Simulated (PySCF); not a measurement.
CH8GeSi, SMILES C[SiH2][GeH3]. Coordinates come from a PBE-D3(BJ)/def2-SVP optimisation. The structure was generated by enumeration, and PubChem lists no compound with its InChIKey, so it may never have been made.

**Question.** Give the equilibrium geometry at PBE-D3(BJ)/def2-SVP (PySCF confirms it by a frequency run) as bond lengths and angles, and its point group. (An estimate is asked for; the answer gives what the named calculation found.)

**Answer.** point group Cs.
Atoms: Si1 C2 Ge3 H4 H5 H6 H7 H8 H9 H10 H11. Bonded distances (Å): Si1–C2 1.895, Si1–Ge3 2.393, Si1–H4 1.508, Si1–H5 1.508, C2–H6 1.109, C2–H7 1.108, C2–H8 1.108, Ge3–H9 1.552, Ge3–H10 1.554, Ge3–H11 1.554. Bond angles (°): C2–Si1–Ge3 111.0, C2–Si1–H4 110.4, C2–Si1–H5 110.4, Ge3–Si1–H4 108.7, Ge3–Si1–H5 108.7, H4–Si1–H5 107.6, Si1–C2–H6 110.7, Si1–C2–H7 110.7, Si1–C2–H8 110.7, H6–C2–H7 108.2, H6–C2–H8 108.2, H7–C2–H8 108.1, Si1–Ge3–H9 111.8, Si1–Ge3–H10 110.8, Si1–Ge3–H11 110.8, H9–Ge3–H10 107.9, H9–Ge3–H11 107.9, H10–Ge3–H11 107.5.
Charge 0, spin multiplicity 1.
